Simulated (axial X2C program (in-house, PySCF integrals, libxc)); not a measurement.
# Spin–orbit effects down a group: molecules with Cl, MP2

Calculated with an in-house all-electron X2C program for linear molecules (integrals from PySCF), spin-free (one-electron X2C) or two-component (2c: spin–orbit coupling with atomic mean-field Coulomb and Gaunt terms, which also bring small scalar terms), in Dyall basis sets with cores contracted in-house; open shells are unrestricted.

Basis sets: Be dyall-cv3z, Cl dyall-av3z, Cl dyall-v3z, Mg dyall-cv3z, Sr dyall-v3z. Frozen shells (counts by l): BeCl Cl 2s1p, Be 1s, 9 electrons correlated; MgCl Cl 2s1p, Mg 2s1p, 9 electrons correlated; SrCl Sr 3s2p1d, Cl 2s1p, 17 electrons correlated. Where the outer core of a metal is frozen, bonds come out longer and ionisation energies lower. Frozen cores can differ along the series, which adds to the trend.

```json
{"molecule": "BeCl", "spin-free state": "M_S = 1/2, Λ = 0", "Re (Å)": "1.810", "ωe (cm⁻¹)": "841.4", "De (eV)": "4.31", "2c state": "Ω = 1/2", "Re 2c (Å)": "1.810", "ωe 2c (cm⁻¹)": "841.3", "De 2c (eV)": "4.27"}
{"molecule": "MgCl", "spin-free state": "M_S = 1/2, Λ = 0", "Re (Å)": "2.217", "ωe (cm⁻¹)": "458.6", "De (eV)": "3.59", "2c state": "Ω = 1/2", "Re 2c (Å)": "2.218", "ωe 2c (cm⁻¹)": "458.5", "De 2c (eV)": "3.55"}
{"molecule": "SrCl", "spin-free state": "M_S = 1/2, Λ = 0", "Re (Å)": "2.586", "ωe (cm⁻¹)": "301.9", "De (eV)": "4.24", "2c state": "Ω = 1/2", "Re 2c (Å)": "2.586", "ωe 2c (cm⁻¹)": "301.9", "De 2c (eV)": "4.20"}
```

Each entry is the lowest single determinant of a limited PBE0 search at one distance. De goes to single-determinant-based atoms at the same level (for ions the charge split of lowest energy) and is withheld (n/a) where an atom does not fit its ground term or J level. Main or longest-lived isotopes.
